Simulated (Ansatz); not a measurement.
Mulliken charges of C$_{2}$H$_{3}$Cl$_{3}$Si, SMILES `C=C[Si](Cl)(Cl)Cl` from r2SCAN/def2-TZVPP in Ansatz (PBE0-D4/def2-TZVP geometry).

```
atom   x (Å)   y (Å)   z (Å)  charge (e)
  C1  -0.473  -0.384   1.481      -0.106
  C2   0.370   0.212   0.645      -0.247
 Si3   0.201   0.167  -1.183       0.738
 Cl4  -1.437  -0.909  -1.736      -0.210
 Cl5   1.853  -0.676  -2.026      -0.216
 Cl6   0.024   2.057  -1.924      -0.216
  H7  -0.338  -0.334   2.557       0.088
  H8  -1.331  -0.945   1.125       0.087
  H9   1.218   0.765   1.044       0.082
```

Task: By hand: the dipole of these point charges (1 e Å = 4.8032 D).

Result: Σ q r = (-0.042, -0.045, 0.437) e Å, of length 0.441 e Å = 2.12 D.

Task: How does the dipole of the full density compare? (Best estimate.)

Result: Computed: (-0.017, -0.028, 0.437) e Å, 2.10 D; the point charges give 1.01 times that, at 4° from its direction.

Point charges leave out the atoms' own dipoles, such as those of lone pairs, and Mulliken's split depends on the basis, so the close match here is no proof of good charges.
